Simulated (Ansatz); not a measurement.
Relaxation of ClH$_{4}$O$_{2}$PSi (9 atoms, charge 0, multiplicity 1), to a largest force component of 0.02 eV/Å in at most 50 steps.

Level of theory: Ansatz, RKS BLYP/def2-SVP.

```xyz
9
Properties=species:S:1:pos:R:3:forces:R:3
O -0.112 1.780 -0.157 -4.51 4.16 1.43
P 0.624 0.713 -1.061 2.44 -2.02 -3.83
Si -0.067 -1.166 -0.061 1.90 0.15 0.89
O -0.025 -0.741 1.553 -0.29 0.56 0.87
Cl -1.961 -1.561 -0.612 -1.59 -0.50 -0.62
H -0.908 2.236 -0.679 2.21 -1.18 1.42
H 1.918 0.795 -0.423 -0.05 -0.29 0.05
H 0.877 -2.318 -0.307 -0.36 0.04 0.12
H -0.258 0.215 1.730 0.25 -0.92 -0.32
```

**Question.** Where does it end, and by what steps?

**Answer.** It converged. After 15 steps the energy has fallen by 0.720 eV; H6 moved furthest, 0.54 Å.

```
step  energy less start (eV)  largest force component (eV/Å)  accepted
   0                  0.0000                           4.506       yes
   1                 -0.4555                           2.566       yes
   2                 -0.6289                           0.925       yes
   3                 -0.6663                           0.492       yes
   4                 -0.6860                           0.488       yes
   5                 -0.6955                           0.505       yes
   6                 -0.7051                           0.382       yes
   7                 -0.7130                           0.121       yes
   8                 -0.7152                           0.151       yes
   9                 -0.7170                           0.200       yes
  10                 -0.7187                           0.058       yes
  11                 -0.7184                           0.048        no
  12                 -0.7192                           0.029       yes
  13                 -0.7194                           0.022       yes
  14                 -0.7195                           0.021       yes
  15                 -0.7196                           0.008       yes
```

```xyz
9
Properties=species:S:1:pos:R:3
O -0.024 1.764 0.114
P 0.493 0.754 -1.208
Si -0.064 -1.173 -0.025
O -0.278 -0.610 1.533
Cl -1.843 -1.960 -0.824
H -0.657 2.419 -0.242
H 1.883 0.661 -0.821
H 0.941 -2.275 -0.047
H -0.362 0.374 1.502
```

Run time: 34 s on 2 threads of Arm Neoverse V2, with other jobs on the host, peak memory 0.15 GiB.
